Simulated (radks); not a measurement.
Results of a calculation; reference values are marked as such.
Cr3+, configuration [Ar] 3d3 (the NIST ground configuration). Level of theory: scalar-relativistic Kohn-Sham, SCAN, spin-polarised, spherical densities, finite nucleus; open shells are filled with parallel spins first; meta-GGA in the generalised Kohn-Sham scheme; Fermi nuclear charge, rms radius 3.6452 fm (a radial shooting solver on a logarithmic mesh with Libxc functionals).

Unscreened Slater integrals over Kohn-Sham orbitals (cm^-1). They are taken over the spin-up orbitals.

\begin{tabular}{lr}
integral & value \\ \hline
F0(3d,3d) & 184250 \\
F2(3d,3d) & 86970 \\
F4(3d,3d) & 54459 \\
F0(3d,3p) & 196410 \\
F2(3d,3p) & 94289 \\
G1(3d,3p) & 117010 \\
G3(3d,3p) & 71269 \\
F0(3d,3s) & 201100 \\
G2(3d,3s) & 89470 \\
F0(3d,2p) & 253880 \\
F2(3d,2p) & 46967 \\
G1(3d,2p) & 33820 \\
G3(3d,2p) & 19157 \\
F0(3p,3p) & 211710 \\
F2(3p,3p) & 106670 \\
F0(3p,3s) & 217060 \\
G1(3p,3s) & 144540 \\
F0(3p,2p) & 287040 \\
F2(3p,2p) & 56438 \\
G0(3p,2p) & 22102 \\
G2(3p,2p) & 22998 \\
F0(3s,3s) & 222920 \\
F0(3s,2p) & 296000 \\
G1(3s,2p) & 24148 \\
F0(2p,2p) & 771790 \\
F2(2p,2p) & 362720 \\
\end{tabular}

Derived for the open shells (J is the average intra-shell exchange parameter used in DFT+U). 3d: Racah B = F2/49 - 5 F4/441 = 1157 cm^-1, C = 35 F4/441 = 4322 cm^-1, C/B = 3.73, F4/F2 = 0.626, J = (F2 + F4)/14 = 10100 cm^-1.
